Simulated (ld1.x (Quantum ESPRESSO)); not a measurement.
# PBE ultrasoft dataset for indium (In), fully relativistic all-electron reference.

indium (In), ultrasoft, made with ld1.x (Quantum ESPRESSO) 7.5 (PBE, fully relativistic). Core [Kr], reference 4d10 5s2 5p1. Waves: 5s (bound): rcut 1.60, rcutus 1.90 bohr; 5s channel at 2.3 Ry: rcut 1.60, rcutus 1.90 bohr; 5p (bound): rcut 2.55, rcutus 3.20 bohr; 5p channel at 1.8 Ry: rcut 2.55, rcutus 3.20 bohr; 4d (bound): rcut 1.00, rcutus 1.30 bohr; 4d channel at 0.45 Ry: rcut 1.00, rcutus 1.30 bohr; 4f channel at 0.05 Ry: rcut 2.20, rcutus 2.80 bohr; 4f channel at 2.8 Ry: rcut 2.20, rcutus 2.80 bohr. Local part: all-electron potential smoothed inside 2.00 bohr (lloc = -2). Core correction: a·sin(br)/r model core inside 1.22 bohr. Augmentation charge: PSQ, inside the norm-conserving radii.

Open shells are filled in proportion to 2j + 1 (rel_dist='average').

All-electron outer shells of the reference configuration (PBE, scalar-relativistic, ld1.x):

| shell | level (eV) | outermost node (bohr) | outermost maximum (bohr) |
| --- | --- | --- | --- |
| 4s | -119.66 | 0.41 | 0.77 |
| 4p | -78.13 | 0.42 | 0.82 |
| 4d | -18.62 | 0.40 | 0.94 |
| 5s | -8.21 | 1.02 | 2.16 |
| 5p | -2.52 | 1.14 | 2.85 |

Calculated quality:

```json
{
  "Cutoffs needed": "80 Ry and 140 Ry (the cutoffs (Ry, on a coarse ladder) from which the occupation-weighted sum of valence levels, in a spherical-Bessel basis at the reference potential, stays within 10 and 1 mRy of its value at 400 Ry)",
  "Ghost test": "no extra level below or beside the all-electron valence levels (s, p1/2, p3/2, d3/2, d5/2, f5/2, f7/2 tested) (spherical-Bessel basis up to 400 Ry, 20 bohr box)",
  "Configuration tests": "test run stopped at test 6 of 7 (negative rho)",
  "Lowest eigenvalue of the overlap operator": "0.50 (p1/2 channel)",
  "Density cutoff estimated by the generator": "941 Ry"
}
```

Generation and tests took about 2.2 s on one core of a shared server CPU.
